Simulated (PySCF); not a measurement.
SiCl₂I₂, SMILES Cl[Si](Cl)(I)I.

Geometry optimised at PBE0-D3(BJ)/def2-SVP. The def2 effective core potentials stand for the cores of I; spin–orbit coupling is left out.

Two levels are set side by side: TDDFT-PBE/def2-SVPD (PySCF) and TDDFT-PBE0/def2-SVPD (PySCF). Vertical, same geometry. The lowest singlet is HOMO→LUMO 99 % with PBE and HOMO→LUMO 98 % with the other functional; states are paired by order. Differences are taken from unrounded values.

| quantity | TDDFT-PBE0 | TDDFT-PBE | TDDFT-PBE minus TDDFT-PBE0 |
|---|---|---|---|
| lowest singlet excitation (eV) | 4.50 | 3.97 | -0.54 |
| lowest triplet excitation (TDA) (eV) | 4.07 | 3.63 | -0.44 |

A lower first singlet is the usual sign of a functional without exact exchange. Differences between two approximate levels are no errors against the true value.

Rough cost on one machine, each run with all the roots and properties that it gave: TDDFT-PBE0 against TDDFT-PBE about 4 times.
